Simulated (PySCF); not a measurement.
## Telling isomers of C$_{6}$H$_{10}$O$_{2}$Si apart by NMR

No solvent, one computed conformer, averaged over atoms made equivalent by symmetry, fast rotation or ring inversion, relativity neglected. GIAO PBE0/pcSseg-1 shieldings; coordinates at the GFN2-xTB level; PySCF 2.14.0 with density-fitted response routines.

δ = σ(ref) − σ, references computed at the same level: TMS for ¹H (31.72 ppm), ¹³C (186.93 ppm). Where no couplings were computed, multiplicities follow the n + 1 count of equivalent neighbours, and m marks all less simple cases (inequivalent or close neighbours, rings, F or P nearby). Shifts are as computed. Against solution values, carbons near 30 ppm lie about +3 ppm off and those near 130 ppm about +5 ppm. Of 1309 compounds with measured shifts, 239 miss one by over three times the rms of a fit or turn the order of signals round; such compounds aren't used in these exercises.

(1) Tabulate the signals of `C=C1[SiH2]O[C@H](OC)C1=C`, `CC1=C(C)[SiH2]OC(=O)C1`, `O=C/C=C/C(=O)CC[SiH3]`, `C=C[C@@H]1COCC(=O)[SiH2]1`, `O=C1[SiH2][C@@H]2CC[C@H]1OC2` and their relative energies.

(2) What is the quickest way to tell CC1=C(C)[SiH2]OC(=O)C1 from O=C/C=C/C(=O)CC[SiH3]?

(3) What is the quickest way to tell O=C/C=C/C(=O)CC[SiH3] from C=C[C@@H]1COCC(=O)[SiH2]1?

(4) What is the quickest way to tell CC1=C(C)[SiH2]OC(=O)C1 from O=C1[SiH2][C@@H]2CC[C@H]1OC2?

## Answers

(1) 
| SMILES | carbon types | δC | δH | E rel. (kcal/mol) |
| --- | --- | --- | --- | --- |
| C=C1[SiH2]O[C@H](OC)C1=C | 2×C 1×CH 2×CH2 1×CH3 | 155.1, 147.9, 130.2, 114.7, 110.7, 56.5 | 6.77 (br s, 1H), 5.99 (br s, 1H), 5.85 (br s, 1H), 5.50 (br s, 1H), 5.49 (s, 1H), 5.31 (m, 1H), 5.21 (m, 1H), 3.64 (s, 3H) | 42.6 |
| CC1=C(C)[SiH2]OC(=O)C1 | 3×C 1×CH2 2×CH3 | 170.0, 157.9, 128.0, 46.1, 24.2, 16.0 | 5.33 (s, 2H), 3.13 (s, 2H), 2.02 (s, 3H), 1.81 (s, 3H) | 0.0 |
| O=C/C=C/C(=O)CC[SiH3] | 1×C 3×CH 2×CH2 | 212.6, 199.3, 155.4, 145.9, 39.5, 4.2 | 10.08 (d, 1H), 6.68 (m, 1H), 6.66 (m, 1H), 4.15 (t, 3H), 3.01 (t, 2H), 0.83 (m, 2H) | 50.0 |
| C=C[C@@H]1COCC(=O)[SiH2]1 | 1×C 2×CH 3×CH2 | 249.3, 148.6, 119.0, 90.7, 74.6, 37.0 | 6.82 (m, 1H), 5.40 (m, 1H), 5.36 (m, 1H), 4.43 (m, 1H), 4.42 (m, 1H), 4.40 (m, 1H), 3.96 (m, 1H), 3.87 (m, 1H), 3.78 (m, 1H), 2.40 (m, 1H) | 58.1 |
| O=C1[SiH2][C@@H]2CC[C@H]1OC2 | 1×C 2×CH 3×CH2 | 250.6, 83.3, 68.7, 28.9, 23.4, 23.1 | 4.77 (m, 1H), 4.35 (m, 1H), 4.28 (m, 1H), 3.92 (m, 1H), 3.77 (m, 1H), 2.39 (m, 1H), 2.01 (m, 1H), 1.85 (m, 1H), 1.74 (m, 1H), 1.49 (m, 1H) | 39.2 |

Energies are electronic energies at PBE0/pcSseg-1 on these geometries, without zero-point or thermal terms, each for the one conformer computed, which needn't be the lowest.

(2) Both give the same number of carbon signals, but DEPT or the intensities differ. The first has a fully substituted alkene carbon (C) at 128.0 ppm, the second an aldehyde carbonyl carbon (CH) at 199.3 ppm. Their most deshielded carbons lie at 170.0 and 212.6 ppm. In the proton spectra the most deshielded non-exchanging signals are 5.33 (s, 2H) and 10.08 (d, 1H).

(3) Both give the same number of carbon signals, but DEPT or the intensities differ. The first has an sp3 CH2 bonded to Si at 4.2 ppm, the second a terminal =CH2 carbon at 119.0 ppm. Their most deshielded carbons lie at 212.6 and 249.3 ppm. In the proton spectra the most deshielded non-exchanging signals are 10.08 (d, 1H) and 6.82 (m, 1H).

(4) Both give the same number of carbon signals, but DEPT or the intensities differ. The first has a carbonyl carbon (C) at 170.0 ppm, the second a carbonyl carbon (C) at 250.6 ppm. In the proton spectra the most deshielded non-exchanging signals are 5.33 (s, 2H) and 4.77 (m, 1H).
